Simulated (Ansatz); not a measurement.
Calculated with Ansatz (gas phase, PBE0-D4/def2-TZVP geometries, no zero-point term in ΔE). CCSD(T)/CBS adds triple-zeta CCSD(T) − MP2 to the extrapolated MP2 energy (def2 sets, frozen cores). This one scheme is used for every species. Each species was taken in one conformer, which may not be the lowest.

Reaction (ligand exchange at the Al–O bond): `[NH2][Al]([OH])[OH]` + `C=N` → `C=[N][Al]([NH2])[OH]` + H₂O

| species | CCSD(T)/CBS(def2) energy (Eh) |
| --- | --- |
| `[NH2][Al]([OH])[OH]` | -449.64027 |
| `C=N` | -94.52360 |
| `C=[N][Al]([NH2])[OH]` | -467.75619 |
| H₂O | -76.37941 |

Question: Work out ΔE.

Answer: ΔE = (-467.75619) + (-76.37941) − (-449.64027) − (-94.52360) = 0.02827 Eh = +74.2 kJ/mol.

Largest T1 diagnostic among the species: 0.012.

The D4 term adds −3.7 kJ/mol with B3LYP and −2.2 kJ/mol with PBE0; it sums over pairs of atoms, weighted by their polarisabilities, and B3LYP, whose exchange is more repulsive, gets the larger term.

B3LYP here is the variant with VWN-RPA as its local correlation; programs differ in this.
